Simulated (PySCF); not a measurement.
## `InChI=1S/C3H4BFO3/c5-3-1-2-7-4(6)8-3/h1-2,4,6H/t4-/m1/s1`

Molfile (atoms numbered from 1):
```
C3H4BFO3
     RDKit          3D

 12 12  0  0  0  0  0  0  0  0999 V2000
   -1.4706   -1.3259   -0.6463 O   0  0  0  0  0  0  0  0  0  0  0  0
   -1.0967   -0.6128    0.4895 B   0  0  1  0  0  0  0  0  0  0  0  0
    0.4417   -0.9661    0.7984 O   0  0  0  0  0  0  0  0  0  0  0  0
    1.3581   -0.3405    0.2396 C   0  0  0  0  0  0  0  0  0  0  0  0
    2.5579   -0.8549    0.3451 F   0  0  0  0  0  0  0  0  0  0  0  0
    1.2107    0.8749   -0.4376 C   0  0  0  0  0  0  0  0  0  0  0  0
   -0.0555    1.4266   -0.3884 C   0  0  0  0  0  0  0  0  0  0  0  0
   -1.0691    0.8580    0.1355 O   0  0  0  0  0  0  0  0  0  0  0  0
   -2.0044   -2.1001   -0.4312 H   0  0  0  0  0  0  0  0  0  0  0  0
   -1.6909   -0.7885    1.5366 H   0  0  0  0  0  0  0  0  0  0  0  0
    2.0613    1.3848   -0.8833 H   0  0  0  0  0  0  0  0  0  0  0  0
   -0.2417    2.4346   -0.7856 H   0  0  0  0  0  0  0  0  0  0  0  0
  1  2  1  0
  2  3  1  0
  3  4  1  0
  4  5  1  0
  4  6  2  0
  6  7  1  0
  7  8  2  0
  8  2  1  0
  1  9  1  0
  2 10  1  1
  6 11  1  0
  7 12  1  0
M  CHG  2   2  -1   8   1
M  END
```

Level of theory: UKS CAM-B3LYP/def2-SV(P) four-point reorganisation energy, gas phase (PySCF). Geometry: CAM-B3LYP/def2-SV(P).

Problem. What is the inner reorganisation energy for hole transfer, with the ionisation energy?

Solution. λ = 0.318 (surface of the oxidised species) + 0.374 (surface of the starting species) = 0.692 eV. The ionisation energy is 9.92 eV vertical and 9.61 eV adiabatic without zero-point energy; at the relaxed geometry of the oxidised species the two energies differ by 9.23 eV. Largest bond changes: B2–O3 1.608 → 1.674 Å, C4–C6 1.399 → 1.456 Å, C6–C7 1.382 → 1.435 Å, O1–B2 1.392 → 1.344 Å, O8–B2 1.513 → 1.559 Å. ⟨S²⟩ of the relaxed oxidised species 0.770.

Problem. What is the inner reorganisation energy for electron transfer, with the electron affinity?

Solution. λ = 0.514 (surface of the reduced species) + 0.531 (surface of the starting species) = 1.045 eV. The electron affinity is -0.11 eV vertical and 0.40 eV adiabatic without zero-point energy; at the relaxed geometry of the reduced species the two energies differ by 0.93 eV. Largest bond changes: C7–O8 1.275 → 1.341 Å, B2–O3 1.608 → 1.543 Å, O3–C4 1.242 → 1.304 Å, O1–B2 1.392 → 1.447 Å, C4–F5 1.310 → 1.356 Å. ⟨S²⟩ of the relaxed reduced species 0.782.

The highest occupied orbital of the reduced species is unbound in this basis, so its energies are rough.
